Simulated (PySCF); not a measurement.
Bi(Br)(SiH3)2 (BiBrH6Si2), SMILES [Bi]([SiH3])([SiH3])[Br]. Heavy atoms are numbered as in [Bi:1]([Br:2])([SiH3:3])[SiH3:7]. Hydrogens are named by the atom that carries them.

Coordinates come from a B3LYP-D3(BJ)/def2-SVP optimisation. The def2 effective core potentials stand for the cores of Bi; spin–orbit coupling is left out.

All values below come from B3LYP/def2-TZVP (PySCF).

ESP charges are fitted to the potential on shells at 1.4 to 2.0 van der Waals radii. Atomic charges (e), one atom of each kind:

```tsv
atom	ESP fit	Löwdin
Bi1	0.21	0.26
Br2	-0.26	-0.16
Si3 (SiH3)	0.20	0.07
H on Si3	-0.06	-0.04
```
